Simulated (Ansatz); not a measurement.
```yaml
crystal:
  periodic: [false, false, false]
  atoms:
    - {symbol: Mo, position_ang: [-0.000257, 0.203456, 0.030892]}
    - {symbol: O, position_ang: [0.032309, -0.049146, 1.766688]}
    - {symbol: O, position_ang: [1.585090, 0.264671, -0.577054]}
    - {symbol: O, position_ang: [-0.854355, 1.476159, -0.453066]}
    - {symbol: Br, position_ang: [-1.196660, -2.020651, -0.716150]}
basis:
  gaussian: {orbitals: ANO-RCC-VTZP}
total_charge: -1
magnetization: {spin_polarized: true, initial_magnetization: 0}
hamiltonian: {xc: {name: HF}}
correlation: {method: mp2, electrons: all}
scf: {omitted_lower_state_checks: [starts]}
```

```sh
$ ansatz run in.yaml --threads 4 --pin off --events-out ev --progress --plain --max-ram 3916MiB
```

Shortened log:

```
Functional definition: HF
1404 factors; integrals over basis functions are off by at most 8.1e-4 eV
mean field evaluation 1: about -187081.8613 eV, gradient 5.8e1 eV
mean field evaluation 2: about -187082.0308 eV, gradient 5.8e1 eV
mean field evaluation 4: about -187093.8761 eV, gradient 5.0e0 eV
mean field evaluation 8: about -187094.0161 eV, gradient 4.4e-1 eV
mean field -187094.01820770 eV, -6875.5783522525 hartree, gradient 2.0e-6 eV, S^2 0.000000; 0 other end points of the search recorded, 0 dependent functions left out
reference -187094.01820770 eV, -6875.5783522525 hartree; 51, 51 occupied and 150, 150 virtual orbitals, 1404 factors
second order -47.66602188 eV of doubles, -0.00000000 eV of singles
Total energy: -187141.68422957 eV, -6877.3300462473 hartree
Relativity: scalar
Checks for a lower state left out: starts
```

It took 16 s on 4 threads of Arm Neoverse V2 on a shared host, peak host memory 1 GiB.

DK, ANO-RCC and x2c sets are all-electron and run with scalar relativity unless a key says otherwise. Correlated methods freeze no core orbitals; core or outer-core shells of Mo, Br are correlated, in sets that lack core-valence functions. The highest occupied level of an anion often lies above zero with these methods, and sets without diffuse functions describe the outer electron poorly.
